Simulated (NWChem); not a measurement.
Molecule: CH₄Cl₂Ge; SMILES [Cl][GeH]([CH3])[Cl]

All runs: NWChem. Medium grid unless said otherwise, to which SCAN and Minnesota functionals are sensitive. Coordinates come from a PBE-D3(BJ)/def2-SVP optimisation. Hybrids' shares of exact exchange are those that their runs print; pure functionals count as 0. The functionals differ in more than this share.

```csv
row,share of exact exchange,highest occupied level (eV)
PBE/def2-TZVP,0.00,-7.39
KT2/def2-TZVP,0.00,-7.49
B3LYP/def2-TZVP,0.20,-8.48
PW6B95/def2-TZVP,0.28,withheld
MN15/def2-TZVP,0.44,-9.50
M05-2X/def2-TZVP,0.56,-10.10
```

### Question
Fit a straight line of the last column on the one before it, predict the withheld value, and compare with the run.

### Answer

1. Means of the 5 shown rows: x = 0.240, y = -8.592. Slope Σ(x − x̄)(y − ȳ)/Σ(x − x̄)² = -1.222/0.2592 = -4.713; intercept -7.461.
2. The shown rows scatter about the line by 0.051 (root mean square); the largest residual is -0.08, at B3LYP/def2-TZVP.
3. At x = 0.28 (PW6B95/def2-TZVP; inside the shown range) the line gives -8.78.
4. The run gives -8.81, -0.03 from the line, 0.6 times the scatter.
